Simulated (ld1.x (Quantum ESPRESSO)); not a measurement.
**What one change does to a pseudopotential (nitrogen (N), ultrasoft)**

```
Element                 : nitrogen
Generator               : ld1.x (Quantum ESPRESSO) 7.5
Type                    : ultrasoft
Functional              : PBE
Relativity              : scalar-relativistic
Frozen core             : [He]
Valence charge          : 5
Reference configuration : 2s2 2p3
Partial waves           : 2s (bound): rcut 0.60, rcutus 0.70 bohr; 2s channel at -0.65 Ry: rcut 0.60, rcutus 0.70 bohr; 2p (bound): rcut 1.55, rcutus 1.85 bohr; 2p channel at 0.65 Ry: rcut 1.55, rcutus 1.85 bohr
Local potential         : all-electron potential smoothed inside 1.30 bohr (lloc = -1)
Core correction         : none
Augmentation charge     : PSQ, radius 0.60 bohr
```

All-electron outer shells of the reference configuration (PBE, scalar-relativistic, ld1.x):

```tsv
shell	level (eV)	outermost node (bohr)	outermost maximum (bohr)
1s	-384.72	–	0.15
2s	-18.58	0.32	1.02
2p	-7.09	–	0.98
```

Change: core correction a·sin(br)/r model core inside 0.30 bohr.

Cutoffs: the cutoffs (Ry, on a coarse ladder) from which the occupation-weighted sum of valence levels, in a spherical-Bessel basis at the reference potential, stays within 10 and 1 mRy of its value at 400 Ry; they do not see the model core or the augmentation charge, which bear on the density cutoff. Errors are all-electron minus pseudo energies relative to the spin-unpolarised reference configuration.

Question: How do hardness, ghosts and transferability respond?

Answer: The potential gets neither clearly harder nor softer (70 Ry and 90 Ry → 70 Ry and 90 Ry); of the 7 tests that both files solve, the error grows in 0 and shrinks in 7 by more than 15 % and 0.3 meV (median size 96.8 → 11.0 meV); neither file shows a bound ghost. Exchange and correlation are not linear in the density, so unscreening with the valence charge alone errs where core and valence overlap; a model core restores that term. A model core, the more so a compact one, raises the density cutoff, which this test does not measure.

| quantity | base | changed |
| --- | --- | --- |
| cutoff, loose | 70 Ry | 70 Ry |
| cutoff, tight | 90 Ry | 90 Ry |
| bound ghosts | none | none |
| error for 2s2 2p2, meV [ΔE 13.59 eV] | +9.8 | -1.2 |
| error for 2s2 2p1, meV [ΔE 42.45 eV] | +97 | -8.6 |
| error for 2s2 2p0, meV [ΔE 89.53 eV] | +507 | -13 |
| error for 2s0 2p5, meV [ΔE 23.04 eV] | +268 | +45 |
| error for 2s1 2p0, meV [ΔE 167.35 eV] | +593 | -17 |
| error for 2s1 2p4, meV [ΔE 11.51 eV] | +73 | +11 |
| error for 2s2 2p3.3, meV [ΔE -1.62 eV] | +0.4 | +0.1 |
| s: phases at 2.01 bohr within 0.05 rad from the reference energy up to (Ry; the scan ends near 5) | to the end of the scan | to the end of the scan |
| p: phases at 2.01 bohr within 0.05 rad from the reference energy up to (Ry; the scan ends near 5) | to the end of the scan | to the end of the scan |
| lowest overlap eigenvalue by channel | s 0.80, p 1.00 | s 0.80, p 1.00 |
